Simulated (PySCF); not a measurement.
C2H6ClFSi2, SMILES F[SiH2]/C=C(/[SiH3])Cl.

The structure is a stationary point at B3LYP-D3(BJ)/def2-SVP. The structure was generated by enumeration; whether it is a known compound was not checked. Other conformers were not sampled.

Two levels are set side by side: PBE/def2-TZVP (PySCF) and M06-2X/def2-TZVP (PySCF). Same geometry, gas phase. Differences are taken from unrounded values.

| quantity | M06-2X | PBE | PBE minus M06-2X |
|---|---|---|---|
| orbital gap (eV) | 8.54 | 4.43 | -4.12 |
| highest occupied level (eV) | -9.15 | -6.83 | 2.32 |
| lowest empty level (eV) | -0.60 | -2.40 | -1.80 |
| dipole moment (D) | 1.54 | 1.40 | -0.15 |
| mean polarisability (bohr³) | 86.9 | 92.0 | 5.1 |

Without exact exchange PBE keeps part of each electron's self-repulsion, which lifts occupied levels and narrows the gap. Loosely held outer electrons make PBE densities more polarisable. Differences between two approximate levels are no errors against the true value.

Rough cost on one machine, each run with all the roots and properties that it gave: M06-2X against PBE about 3 times.
